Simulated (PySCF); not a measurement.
## Exercise with solution: oscillator strength and radiative lifetime

B(Cl)(Br)(NH2) (BBrClH2N), SMILES NB(Cl)Br.

Coordinates come from a PBE0-D3(BJ)/def2-SVP optimisation. Other conformers were not sampled.

TDDFT-CAM-B3LYP/def2-SVPD in PySCF puts the first singlet state with f over 0.02 at 7.31 eV (vertical), with the transition dipole (0.509, 0.745, 0.000) in atomic units.

Find the oscillator strength, the wavelength and the radiative lifetime that this transition would have in vacuum if emission retraced absorption.


|μ|² = 0.8141 au, so |μ| = 2.29 D. ΔE = 7.31/27.211 = 0.2686 hartree. f = (2/3) ΔE |μ|² = 0.146 (the program prints 0.146).
λ = 1239.84/7.31 = 170 nm; ν = 58959 cm⁻¹.
Einstein's coefficient A = 0.6670 ν² f s⁻¹ (ν in cm⁻¹) = 3.4e8 s⁻¹, so τ = 1/A = 3.0 ns. This state is S3; the lower singlets have f = 0.000, 0.002. The figure is the radiative limit of this one transition; relaxation, internal conversion, crossing to triplets and a medium change what is measured.
